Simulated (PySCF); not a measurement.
**Shapes and spin states of Ca₂S**

All numbers come from PBE0/[S def2-TZVP, Ca def2-TZVP], no relativity, density fitting, PySCF.

Relaxations began from a few typed shapes and spin states; open shells are unrestricted. The search is not exhaustive: other isomers or separated fragments can lie lower, and high-lying points may rest on an excited occupation.

**Question.** Which is the lowest minimum found?
A. broken-symmetry Ms = 0 (⟨S²⟩ 0.30) C2v: Ca–Ca 3.432 Å, S–Ca 2.492 Å (×2); Ca–Ca–S 46.5° (×2), Ca–S–Ca 87.1°
B. triplet C2v: S–Ca 2.489 Å (×2); Ca–S–Ca 140.1°
C. singlet (closed shell, unstable to spin polarisation) D∞h: S–Ca 2.481 Å (×2); Ca–S–Ca 180.0°
D. singlet (closed shell, unstable to spin polarisation) C2v: Ca–Ca 3.335 Å, S–Ca 2.492 Å (×2); Ca–Ca–S 48.0° (×2), Ca–S–Ca 84.0°

**Answer.** A. The others lie at 0.9 (singlet C2v), 10.0 (triplet C2v), 59.2 (singlet D∞h, a saddle point) kJ/mol above it.

For the lowest minimum: the determinant is spin-contaminated (⟨S²⟩ = 0.30, pure value 0.00).
